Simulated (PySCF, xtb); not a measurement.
BFH₆O₂Si₂, SMILES OB(O)[SiH2][SiH2]F.

The structure is a stationary point at r2SCAN-D4/def2-SVP. The structure was generated by enumeration, and PubChem lists no compound with its InChIKey, so it may never have been made. Other conformers were not sampled.

Level of theory: IEF-PCM-M06-2X/def2-SVP (PySCF 2.14.0).

The values are the electrostatic part of the solvation free energy, E(continuum) − E(gas) at the gas-phase geometry, in a cavity of scaled van der Waals radii (PySCF's table); cavitation and dispersion terms are not included. In vacuum the orbital gap is 9.13 eV. The dipole moment in vacuum is 0.55 D.

Estimate the values in water (ε = 78.36), acetonitrile (ε = 35.69), chlorobenzene (ε = 5.70). (The exact figures need the calculation; the answer reports its results.)


```
solvent            ε  ΔG(elec) (kcal/mol)  dipole (D)  gap (eV)
-------------  -----  -------------------  ----------  --------
water          78.36                 -9.6        0.64      9.18
acetonitrile   35.69                 -9.4        0.64      9.18
chlorobenzene   5.70                 -7.1        0.63      9.17
```

For comparison, GFN2-xTB/ALPB(water) (xtb, at the GFN2-xTB geometry, all terms of that model) gives -9.5 kcal/mol.
